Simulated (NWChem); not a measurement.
All runs are NWChem calculations. System: FNa, charge 0, spin multiplicity 1, at a geometry optimised with PBE0/def2-SVP. The structure started from a generated list of species. Level: EOM-CCSD/def2-SVPD, 2 core orbitals frozen.

Part of the output:

```
             Northwest Computational Chemistry Package (NWChem) 7.3.0
             --------------------------------------------------------

                                NWChem Input Module
                                -------------------

 Scaling coordinates for geometry "geometry" by  1.889725989
 (inverse scale =  0.529177249)

 Turning off AUTOSYM since
 SYMMETRY directive was detected!

                             Geometry "geometry" -> ""
                             -------------------------

 Output coordinates in angstroms (scale by  1.889725989 to convert to a.u.)

  No.       Tag          Charge          X              Y              Z
 ---- ---------------- ---------- -------------- -------------- --------------
    1 Na                  11.0000     0.00000000     0.00000000    -0.84971300
    2 F                    9.0000     0.00000000     0.00000000     1.03853800

 Effective nuclear repulsion energy (a.u.)      27.7444829374

            Nuclear Dipole moment (a.u.)
            ----------------------------
        X                 Y               Z
 ---------------- ---------------- ----------------
     0.0000000000     0.0000000000    -0.0000018897

      Symmetry information
      --------------------

 Group name             C2v
 Group number             16
 Group order               4
 No. of unique centers     2

      Symmetry unique atoms

     1    2


 Summary of "ao basis" -> "" (spherical)
 ------------------------------------------------------------------------------
       Tag                 Description            Shells   Functions and Types
 ---------------- ------------------------------  ------  ---------------------
 *                         def2-svpd                  on all atoms

 Summary of "ao basis" -> "ao basis" (spherical)
 ------------------------------------------------------------------------------
       Tag                 Description            Shells   Functions and Types
 ---------------- ------------------------------  ------  ---------------------
 Na                        def2-svpd                 8       18   4s3p1d
 F                         def2-svpd                 9       23   4s3p2d

                                 NWChem SCF Module
                                 -----------------

  ao basis        = "ao basis"
  functions       =    41
  atoms           =     2
  closed shells   =    10
  open shells     =     0
  charge          =   0.00
  wavefunction    = RHF
  use symmetry    = T
  symmetry adapt  = T

 Summary of "ao basis" -> "ao basis" (spherical)
 ------------------------------------------------------------------------------
       Tag                 Description            Shells   Functions and Types
 ---------------- ------------------------------  ------  ---------------------
 Na                        def2-svpd                 8       18   4s3p1d
 F                         def2-svpd                 9       23   4s3p2d

      Symmetry analysis of basis
      --------------------------

        a1         20
        a2          3
        b1          9
        b2          9

 Forming initial guess at       0.0s

      Superposition of Atomic Density Guess
      -------------------------------------

 Sum of atomic energies:        -261.08999101

      Non-variational initial energy
      ------------------------------

 Total energy =    -260.787869
 1-e energy   =    -421.777714
 2-e energy   =     133.245362
 HOMO         =      -0.649735
 LUMO         =      -0.056458

      Symmetry analysis of molecular orbitals - initial
      -------------------------------------------------

 !! scf_movecs_sym_adapt:   24 vectors were symmetry contaminated

  Symmetry fudging

 !! scf_movecs_sym_adapt:   24 vectors were symmetry contaminated

  Numbering of irreducible representations:

     1 a1          2 a2          3 b1          4 b2

  Orbital symmetries:

     1 a1          2 a1          3 a1          4 a1          5 b2
     6 b1          7 a1          8 a1          9 b1         10 b2
    11 a1         12 b1         13 b2         14 a1         15 a1
    16 b2         17 b1         18 a1         19 b2         20 b1

 Starting SCF solution at       0.1s
[...]
   0.0185715650446   0.2051221555309    5.58166     0.3     0.3

 Iteration   7 using    7 trial vectors
   0.0154250742222   0.2041375657630    5.55487     0.3     0.3

 Iteration   8 using    8 trial vectors
   0.0099586700858   0.2042067923551    5.55675     0.3     0.3

 Iteration   9 using    9 trial vectors
   0.0029004198483   0.2042133741889    5.55693     0.3     0.3

 Iteration  10 using   10 trial vectors
   0.0010661491478   0.2041727722842    5.55583     0.3     0.3

 Iteration  11 using   11 trial vectors
   0.0006161111952   0.2041978349113    5.55651     0.3     0.3

 Iteration  12 using   12 trial vectors
   0.0002764690888   0.2041912762211    5.55633     0.3     0.3

 Iteration  13 using   13 trial vectors
   0.0001000966516   0.2041897129639    5.55629     0.3     0.3

 Iteration  14 using   14 trial vectors
   0.0000398290007   0.2041905887432    5.55631     0.3     0.3

 Iteration  15 using   15 trial vectors
   0.0000173632292   0.2041899586669    5.55629     0.3     0.3

 Iteration  16 using   16 trial vectors
   0.0000085741131   0.2041901414814    5.55630     0.3     0.3
 --------------------------------------------------------------
 Iterations converged

 Excited state root  1
 Excitation energy / hartree =        0.204190668684404
                   / eV      =        5.556313165495182

 EOM-CCSD transition moments / hartree
 --------------------------------------------
 X    0.4044043 Y    0.0000000 Z    0.0000000
 Oscillator Strength                0.0222626
 --------------------------------------------

 EOM-CCSD dipole moments / hartree & Debye
 ------------------------------------
   X        -0.0000000     -0.0000000
   Y         0.0000000      0.0000000
   Z        -1.1434839     -2.9064682
 Total       1.1434839      2.9064682
 ------------------------------------

 Singles contributions
    11a1  (alpha) ---     9b1  (alpha)        0.8374139852
    14a1  (alpha) ---     9b1  (alpha)        0.3326640295
    18a1  (alpha) ---     9b1  (alpha)        0.2469554410

 Doubles contributions

 =========================================
 Excited-state calculation ( b2  symmetry)
 =========================================
 Dim. of EOMCC iter. space      500

 EOMCCSD SOLVER TYPE  1
  maxdiff =   0.42418752577120689

 No. of initial right vectors    1

 EOM-CCSD right-hand side iterations
 --------------------------------------------------------------
      Residuum       Omega / hartree  Omega / eV    Cpu    Wall
 --------------------------------------------------------------

 Iteration   1 using    1 trial vectors
   0.7378955159932   0.3734486893908   10.16206     0.2     0.2

 Iteration   2 using    2 trial vectors
   0.1205389070641   0.2224532152970    6.05326     0.1     0.1

 Iteration   3 using    3 trial vectors
   0.0610535931267   0.2156630571560    5.86849     0.1     0.1

 Iteration   4 using    4 trial vectors
   0.0759854285639   0.2098221527372    5.70955     0.1     0.1

 Iteration   5 using    5 trial vectors
   0.0325878938819   0.2057536279069    5.59884     0.1     0.1

 Iteration   6 using    6 trial vectors
   0.0178944706381   0.2049259216288    5.57632     0.1     0.1

 Iteration   7 using    7 trial vectors
   0.0145520738033   0.2041137536062    5.55422     0.1     0.1

 Iteration   8 using    8 trial vectors
   0.0103573145387   0.2041672370759    5.55568     0.1     0.1

 Iteration   9 using    9 trial vectors
   0.0029333766441   0.2042211420923    5.55714     0.1     0.1

 Iteration  10 using   10 trial vectors
   0.0010352751762   0.2041782987451    5.55598     0.1     0.1

 Iteration  11 using   11 trial vectors
   0.0005868843349   0.2041929135699    5.55637     0.1     0.1

 Iteration  12 using   12 trial vectors
   0.0002714276231   0.2041940246403    5.55640     0.1     0.1

 Iteration  13 using   13 trial vectors
   0.0001002051684   0.2041911717836    5.55633     0.1     0.1

 Iteration  14 using   14 trial vectors
   0.0000395485819   0.2041907491815    5.55632     0.1     0.1

 Iteration  15 using   15 trial vectors
   0.0000184818901   0.2041902488437    5.55630     0.1     0.1

 Iteration  16 using   16 trial vectors
   0.0000102348555   0.2041904880061    5.55631     0.1     0.1

 Iteration  17 using   17 trial vectors
   0.0000073217330   0.2041906686844    5.55631     0.1     0.1
 --------------------------------------------------------------
 Iterations converged
 ------------------

 Excited state root  1
 Excitation energy / hartree =        0.204190668684403
                   / eV      =        5.556313165495157
 largest EOMCCSD amplitudes: R1 and R2

 Singles contributions
    11a1  (alpha) ---    10b2  (alpha)        0.8374139852
    14a1  (alpha) ---    10b2  (alpha)        0.3326640295
    18a1  (alpha) ---    10b2  (alpha)        0.2469554410

 Doubles contributions

 No. of initial left vectors    1

 EOM-CCSD left-hand side iterations
 --------------------------------------------------------------
      Residuum       Omega / hartree  Omega / eV    Cpu    Wall
 --------------------------------------------------------------

 Iteration   1 using    1 trial vectors
   0.8634697105011   0.3734486893908   10.16206     0.3     0.3

 Iteration   2 using    2 trial vectors
   0.1273910936030   0.2218113797358    6.03580     0.3     0.3

 Iteration   3 using    3 trial vectors
   0.0619279493740   0.2171150245923    5.90800     0.3     0.3

 Iteration   4 using    4 trial vectors
   0.0805471320416   0.2082194366547    5.66594     0.3     0.3

 Iteration   5 using    5 trial vectors
   0.0310369419358   0.2050911601009    5.58082     0.3     0.3

 Iteration   6 using    6 trial vectors
   0.0185715650446   0.2051221555309    5.58166     0.3     0.3

 Iteration   7 using    7 trial vectors
   0.0154250742222   0.2041375657630    5.55487     0.3     0.3

 Iteration   8 using    8 trial vectors
   0.0099586700858   0.2042067923551    5.55675     0.3     0.3

 Iteration   9 using    9 trial vectors
   0.0029004198483   0.2042133741889    5.55693     0.3     0.3

 Iteration  10 using   10 trial vectors
   0.0010661491478   0.2041727722842    5.55583     0.3     0.3

 Iteration  11 using   11 trial vectors
   0.0006161111952   0.2041978349113    5.55651     0.3     0.3

 Iteration  12 using   12 trial vectors
   0.0002764690888   0.2041912762211    5.55633     0.3     0.3

 Iteration  13 using   13 trial vectors
   0.0001000966516   0.2041897129639    5.55629     0.3     0.3

 Iteration  14 using   14 trial vectors
   0.0000398290007   0.2041905887432    5.55631     0.3     0.3

 Iteration  15 using   15 trial vectors
   0.0000173632292   0.2041899586669    5.55629     0.3     0.3

 Iteration  16 using   16 trial vectors
   0.0000085741131   0.2041901414814    5.55630     0.3     0.3
 --------------------------------------------------------------
 Iterations converged

 Excited state root  1
 Excitation energy / hartree =        0.204190668684403
                   / eV      =        5.556313165495157

 EOM-CCSD transition moments / hartree
 --------------------------------------------
 X    0.0000000 Y    0.4044043 Z    0.0000000
 Oscillator Strength                0.0222626
 --------------------------------------------

 EOM-CCSD dipole moments / hartree & Debye
 ------------------------------------
   X        -0.0000000     -0.0000000
   Y         0.0000000      0.0000000
   Z        -1.1434839     -2.9064682
 Total       1.1434839      2.9064682
 ------------------------------------

 Singles contributions
    11a1  (alpha) ---    10b2  (alpha)        0.8374139852
    14a1  (alpha) ---    10b2  (alpha)        0.3326640295
    18a1  (alpha) ---    10b2  (alpha)        0.2469554410

 Doubles contributions

 Task  times  cpu:       35.7s     wall:       35.7s

 Total times  cpu:       35.8s     wall:       35.8s
```

Question: Write an NWChem input that would produce this output.

Answer: This is not unique; one that fits is 
```
start mol
memory heap 100 mb stack 700 mb global 1900 mb
geometry units angstroms nocenter noautoz
  Na     0.000000     0.000000    -0.849713
  F      0.000000     0.000000     1.038538
  symmetry group C2v
end
basis spherical
  * library def2-svpd
end
scf
  rhf
  nopen 0
  maxiter 100
  thresh 1e-7
  semidirect memsize 60000000 filesize 0
end
tce
  freeze core 2
  ccsd
  nroots 1
  2eorb
  2emet 13
  thresh 1e-5
  maxiter 200
  tilesize 24
  dipole
end
task tce energy
```
